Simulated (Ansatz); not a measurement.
CH8O2Si2 can be A, `O[SiH2]C[SiH2]O`, or B, `OC(O)[SiH2][SiH3]`.

Computed with Ansatz on PBE0-D4/def2-TZVP structures; ΔE is electronic, products minus reactants. CBS: MP2 limit from def2 TZ/QZ plus the TZ coupled-cluster correction, frozen cores. DFT in def2-TZVPP. Each species was taken in one conformer, which may not be the lowest.

A:

Z-matrix (Å, degrees):
```
Si
C 1 1.875
O 1 1.643 2 110.3
H 1 1.484 2 111.3 3 118.3
H 1 1.492 2 107.8 3 -122.7
Si 2 1.853 1 113.2 3 58.9
H 2 1.096 1 109.1 3 179.8
H 2 1.095 1 108.8 3 -63.2
H 3 0.965 1 113.1 2 -40.7
O 6 1.666 2 105.6 1 -43.1
H 6 1.489 2 113.0 1 -162.7
H 6 1.489 2 110.9 1 75.8
H 10 0.958 6 117.9 2 -178.4
```

B:

Z-matrix (Å, degrees):
```
C
O 1 1.402
Si 1 1.916 2 107.8
O 1 1.409 2 112.1 3 123.5
H 1 1.098 2 111.0 3 -120.7
H 2 0.964 1 108.3 3 174.9
Si 3 2.339 1 109.0 2 -178.2
H 3 1.488 1 110.7 2 -55.8
H 3 1.491 1 106.8 2 63.0
H 4 0.963 1 108.1 2 -62.7
H 7 1.487 3 110.6 1 -65.1
H 7 1.488 3 110.3 1 174.7
H 7 1.488 3 110.1 1 55.1
```

**Question.** Which isomer does CCSD(T)/CBS put lower? Give the gap. (Best estimate.)

**Answer.** The calculation gave: A, by 372.0 kJ/mol.

**Question.** Give E(B) − E(A) in kJ/mol with r2SCAN-D4, CCSD(T)/def2-TZVPP, PBE-D4, ωB97M-V, HF/def2-TZVPP, MP2/def2-TZVPP, B2PLYP. (Best estimate.)

**Answer.** The calculation gave: r2SCAN-D4 359.5, CCSD(T)/def2-TZVPP 364.9, PBE-D4 325.7, ωB97M-V 368.3, HF/def2-TZVPP 378.0, MP2/def2-TZVPP 389.6, B2PLYP 368.0. None reverses the order clearly.

Largest T1 diagnostic: 0.013.

The D4 term adds +4.1 kJ/mol with B3LYP and +2.0 kJ/mol with PBE0; it sums over pairs of atoms, weighted by their polarisabilities, and B3LYP, whose exchange is more repulsive, gets the larger term. From PBE to PBE0 (25 % exact exchange), in def2-TZVPP and without D4, E(B) − E(A) moves by +17.9 kJ/mol.

B3LYP here is the variant with VWN-RPA as its local correlation; programs differ in this.
